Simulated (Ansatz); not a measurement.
Input file for Ansatz (a quantum-chemistry and plane-wave program): U-B3LYP-D3(BJ)/def2-TZVP on O2 (SMILES O=O).

Ansatz 0.2 input:
```yaml
crystal:
  periodic: [false, false, false]
  atoms:
    - {symbol: O, position_ang: [0.00000000, 0.00000000, -0.57500000]}
    - {symbol: O, position_ang: [0.00000000, 0.00000000, 0.57500000]}
basis:
  gaussian:
    orbitals: def2-TZVP
hamiltonian:
  xc: b3lyp
  dispersion: d3bj
magnetization: {spin_polarized: true, initial_magnetization: 2}
relax: {f_tol: 0.004, max_steps: 120}
```

The log:

```
WARN ansatz: RAYON_NUM_THREADS=1 ignored (pool sized by the plan → 1); use --threads N
Functional definition: B3LYP
integrals: 0.01 GiB planned
302 factors; their error is unknown
mean field: 0.13 GiB planned
mean field evaluation 1: about -4091.6107 eV, gradient 1.4e1 eV
mean field evaluation 2: about -4091.9000 eV, gradient 9.5e0 eV
mean field evaluation 4: about -4092.1653 eV, gradient 2.7e-1 eV
mean field evaluation 8: about -4092.1815 eV, gradient 9.2e-4 eV
mean field -4092.18153858 eV, -150.3848977626 hartree, gradient 2.4e-5 eV, S^2 2.008092; 0 other end points of the search recorded, 0 dependent functions left out
the calculation of the forces begins
reference -4092.18166943 eV, -150.3849025710 hartree; 9, 7 occupied and 53, 55 virtual orbitals, 302 factors
relax step   1: F+E_penalty+E_count = -4092.19393727 eV  Δ(F+E_penalty+E_count) = +0.000e0 eV  max|allowed force component| = 5.193e0 eV/Å  Δτ_max = 0.0000 Å  (25 SCF iters, accepted)
these checks for a lower state are left out or cut short: starts, cluster_reference, orbital_swaps, neighbouring_geometries, increment
integrals: 0.01 GiB planned
302 factors; their error is unknown
mean field: 0.13 GiB planned
mean field evaluation 16: about -4092.2955 eV, gradient 5.0e-2 eV
mean field -4092.30975939 eV, -150.3896097903 hartree, gradient 1.7e-5 eV, S^2 2.008745; 0 other end points of the search recorded, 0 dependent functions left out
the calculation of the forces begins
reference -4092.30989048 eV, -150.3896146078 hartree; 9, 7 occupied and 53, 55 virtual orbitals, 302 factors
relax step   2: F+E_penalty+E_count = -4092.32215537 eV  Δ(F+E_penalty+E_count) = -1.282e-1 eV  max|allowed force component| = 8.071e-1 eV/Å  Δτ_max = 0.0222 Å  (28 SCF iters, accepted)
these checks for a lower state are left out or cut short: starts, cluster_reference, orbital_swaps, neighbouring_geometries, increment
integrals: 0.01 GiB planned
302 factors; their error is unknown
mean field: 0.13 GiB planned
mean field -4092.31364062 eV, -150.3897524230 hartree, gradient 1.8e-5 eV, S^2 2.008867; 0 other end points of the search recorded, 0 dependent functions left out
the calculation of the forces begins
reference -4092.31377179 eV, -150.3897572434 hartree; 9, 7 occupied and 53, 55 virtual orbitals, 302 factors
relax step   3: F+E_penalty+E_count = -4092.32603607 eV  Δ(F+E_penalty+E_count) = -3.881e-3 eV  max|allowed force component| = 1.009e-1 eV/Å  Δτ_max = 0.0043 Å  (29 SCF iters, accepted)
these checks for a lower state are left out or cut short: starts, cluster_reference, orbital_swaps, neighbouring_geometries, increment
integrals: 0.01 GiB planned
302 factors; their error is unknown
mean field: 0.13 GiB planned
mean field evaluation 32: about -4092.2998 eV, gradient 1.3e-4 eV
mean field -4092.31368382 eV, -150.3897540106 hartree, gradient 1.8e-5 eV, S^2 2.008896; 0 other end points of the search recorded, 0 dependent functions left out
the calculation of the forces begins
reference -4092.31381501 eV, -150.3897588316 hartree; 9, 7 occupied and 53, 55 virtual orbitals, 302 factors
relax step   4: F+E_penalty+E_count = -4092.32607914 eV  Δ(F+E_penalty+E_count) = -4.307e-5 eV  max|allowed force component| = 5.753e-2 eV/Å  Δτ_max = 0.0010 Å  (30 SCF iters, accepted)
these checks for a lower state are left out or cut short: starts, cluster_reference, orbital_swaps, neighbouring_geometries, increment
integrals: 0.01 GiB planned
302 factors; their error is unknown
mean field: 0.13 GiB planned
mean field -4092.31370485 eV, -150.3897547834 hartree, gradient 1.8e-5 eV, S^2 2.008885; 0 other end points of the search recorded, 0 dependent functions left out
the calculation of the forces begins
reference -4092.31383603 eV, -150.3897596042 hartree; 9, 7 occupied and 53, 55 virtual orbitals, 302 factors
relax step   5: F+E_penalty+E_count = -4092.32610022 eV  Δ(F+E_penalty+E_count) = -2.107e-5 eV  max|allowed force component| = 1.098e-4 eV/Å  Δτ_max = 0.0004 Å  (30 SCF iters, accepted)
integrals: 0.01 GiB planned
302 factors; their error is unknown
mean field: 0.13 GiB planned
mean field -4092.31370485 eV, -150.3897547834 hartree, gradient 5.1e-5 eV, S^2 2.008885; 1 other end points of the search recorded, 0 dependent functions left out
the calculation of the forces begins
reference -4092.31383603 eV, -150.3897596042 hartree; 9, 7 occupied and 53, 55 virtual orbitals, 302 factors
Total energy: -4092.32623140 eV, -150.3902151255 hartree
Atom 0 at     0.000000    -0.000000    -0.602137 Å, force    -0.000000    -0.000000     0.000110 eV/Å
Atom 1 at    -0.000000     0.000000     0.602137 Å, force     0.000000     0.000000    -0.000110 eV/Å
Dipole moment:    -0.000000     0.000000    -0.000000 e Å
```

Self-consistency was reached.

Cost: roughly 4 core-seconds.
